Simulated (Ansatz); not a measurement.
A structure relaxed at r2SCAN-D4/def2-SVP in Ansatz, charge 0, doublet:

Cartesian coordinates in Å:
```
Ge -0.4334 0.8057 -1.2883
Ge -1.7682 1.0757 0.7468
Ge -0.3804 -0.8757 1.2591
Ge 1.4700 -0.2773 -0.2137
H 2.4244 0.7354 0.4351
H -1.3702 2.3326 1.5680
H -1.1262 -0.3704 -2.0500
H -1.0731 -2.0516 0.4971
H 2.2570 -1.3743 -0.9542
```

Task: Give its formula and point group.

Result: the cluster Ge₄H₅. Point group Cs (tolerance 0.1 Å).

Task: Summarise the bond lengths by kind (pairs closer than 1.2 times the sum of covalent radii, bridged metal pairs left out).

Result: 4 × Ge–Ge 2.44 to 2.45 Å; 5 × Ge–H 1.54 to 1.56 Å.

The structure comes from a short search, and lower isomers may exist.
